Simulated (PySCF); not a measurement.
A species of formula C7H9F3S has this rotational fingerprint, computed with PBE0/pcSseg-1 in PySCF (dipole) on a GFN2-xTB geometry, gas phase:

| Quantity | Value |
| --- | --- |
| Rotational constants | A = 1831, B = 571.9, C = 503.0 MHz |
| Dipole components | \|μa\| = 0.41 D, \|μb\| = 1.61 D, \|μc\| = 1.23 D |
| Inertial defect | -154.83 u·Å² |
| κ | -0.90 |

Question: Which structure is it? (One computed conformer of each.)
A. `[CH3:1][C@@H:2]1[CH2:3][C:4](=[S:5])[CH2:6][C@@H:7]1[C:8]([F:9])([F:10])[F:11]` with C1–C2–C3–C4 -89°, C2–C3–C4–S5 164°, C3–C4–C6–C7 -8°, C4–C6–C7–C8 154°
B. `[F:1][CH2:2][C:3]1=[C:4]([CH:5]([F:6])[F:7])[S:8][CH2:9][CH2:10][CH2:11]1` with F1–C2–C3–C4 162°, C3–C4–C5–F6 52°, C3–C4–S8–C9 10°, C4–S8–C9–C10 -44°, S8–C9–C10–C11 69°, C9–C10–C11–C3 -55°

Answer: A. It is C[C@@H]1CC(=S)C[C@@H]1C(F)(F)F, an asymmetric top, point group C1. The candidates at the same level (rigid rotor, commonest isotopes):

```json
{"SMILES": "C[C@@H]1CC(=S)C[C@@H]1C(F)(F)F", "A (MHz)": "1831", "B (MHz)": "571.9", "C (MHz)": "503.0", "μa (D)": "0.41", "μb (D)": "1.61", "μc (D)": "1.23", "Δ (u·Å²)": "-154.83", "point group": "C1", "rotor": "asymmetric top"}
{"SMILES": "FCC1=C(C(F)F)SCCC1", "A (MHz)": "1077", "B (MHz)": "880.9", "C (MHz)": "545.8", "μa (D)": "2.77", "μb (D)": "0.12", "μc (D)": "0.37", "Δ (u·Å²)": "-117.07", "point group": "C1", "rotor": "asymmetric top"}
```

`FCC1=C(C(F)F)SCCC1` has B 54 % too high. No structure here is proved a minimum.
